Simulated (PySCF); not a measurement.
# RbSb⁺ at r²SCAN0

Computed with r²SCAN0; basis Rb def2-SVPD with ECP28, Sb def2-SVPD with ECP28; scalar-relativistic core potentials; PySCF 2.14.

For RbSb⁺, the state is ⁴Σ⁻ (quartet), unpaired electrons σ ↑, π ↑↑, the bond length is 4.032 Å and the harmonic wavenumber is 42.0 cm⁻¹. The force constant is 0.0520 mdyn/Å, the rotational constant Be is 0.02079 cm⁻¹ and the anharmonicity ωexe is 0.399 cm⁻¹. The vibration–rotation constant αe is 0.000215 cm⁻¹, the well depth De to Rb⁺ + Sb is 0.15 eV and the dissociation energy D0 is 0.15 eV. The bond order (Mayer) is 0.05 and the dipole moment (positive dipole points towards Sb; it is taken about the centre of mass and depends on that origin) is -9.42 D.

The bond is weak. Basis-set superposition, not corrected here, can be much of De in a small basis, most of all at correlated wavefunction levels. These are scalar-relativistic numbers at best; spin–orbit coupling would shift them, the dissociation energy most. For an ion De counts to the pair picked by the measured ionisation energies or electron affinities, which need not be the lowest pair at this level. The state was picked by a PBE0 search and need not be the measured ground state.
